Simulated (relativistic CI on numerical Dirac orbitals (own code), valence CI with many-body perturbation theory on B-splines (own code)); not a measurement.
**Zr⁺: a short configuration list, a large CI and many-body theory against measured levels**

Six calculations, all with the Dirac-Coulomb Hamiltonian. A to C use 19 configurations on KLI orbitals optimised for each, with Breit and QED terms: A ab initio, B with Slater integrals scaled by 0.85, C with the P86 correlation functional added as well. Their list is 4d²5s, 4d³, 4d²5p, 4d5s5p, 4d5s², 4d²5d, 5s²5p, 4d²5f, 4d5s4f, 4d²6s, 4d5s6p, 4d²6p, 4d5s6s, 4d5s7s, 5s5p², 5p³, 5p²5d, 5p²5f, 4d5p². D to F correlate the 3 valence electrons outside the frozen Dirac-Fock core [Kr] of the bare core ion, in 81 B-spline orbitals (181,703 selected states over all symmetries, the rest in second order). F holds the one-electron core-valence potential Σ₁, the screening Σ₂ of the valence interaction, a three-electron term, Breit and QED; D (none of these) and E (Σ₁ alone) are solved again in the space of F. The core's calculated polarisability is 2.98 bohr³.

Computed minus measured energy above the ground level, in cm⁻¹, for 5 of the 12 excited levels that pair with a measured one in all six and keep their character from D to F (pairs that miss by over 12,000 cm⁻¹ in F, or 15,000 in both A and B, are taken as false; terms as labelled in the source; one J of a term):

```csv
Configuration,Term,J,Measured,A,B,C,D,E,F
4d²5s,a 4F,5/2,315,-42,-41,-41,-65,-4,0
4d³,b 4F,3/2,2572,724,1025,-1250,5802,2734,-650
4d²5s,a 2F,5/2,5753,1185,454,341,-723,-472,-20
4d²5p,z 4G°,9/2,29840,-2771,-2642,-1585,-3661,-1516,-255
4d²5p,z 2G°,7/2,34485,-571,-1589,-485,-2623,-716,-304
```

Mean absolute errors, in cm⁻¹:

| Levels | A | B | C | D | E | F |
| --- | --- | --- | --- | --- | --- | --- |
| all, 12 | 950 | 993 | 852 | 2884 | 1275 | 293 |
| 4d²5s, 5 | 539 | 239 | 188 | 399 | 181 | 12 |
| 4d³, 4 | 622 | 930 | 1374 | 5644 | 2665 | 658 |
| 4d²5p, 3 | 2073 | 2333 | 1261 | 3348 | 1246 | 274 |

Measured levels: NIST Handbook of Basic Atomic Spectroscopic Data (Sansonetti and Martin, J. Phys. Chem. Ref. Data 34, 1559 (2005)). The scale of B and the settings of D to F were settled with such spectra in view, so this is no blind test.

From closest to farthest the columns rank F (293), C (852), A (950), B (993), E (1275), D (2884); over all 26 levels that F pairs, its error is 278. Inside the ground configuration the errors are A 539, B 239, C 188, D 399, E 181, F 12: the unscaled integrals of A spread the terms too wide, and the scale of B removes most of that. The configuration that the core terms move most is 4d³: its mean error is +5644 in D, and Σ₁, Σ₂, the three-electron term, and Breit with QED change it by -2979, -3051, -115 and -157, to -658 in F. D keeps the core as it is in the bare core ion; d electrons reach into the outer core shells, and the relaxation of those shells, which differs with the number of d electrons, enters only through these terms. The sum overshoots. In A 4d²5p lies too low on average. The largest residue of F is in 4d³ (658). The run behind D to F took about 4 min of CPU with its rates, the short lists 3 s (one thread, shared hosts). The ionisation energy is 12.550 eV in D, 13.017 in E and 12.936 in F, against 13.130 eV in NIST ASD (measured).
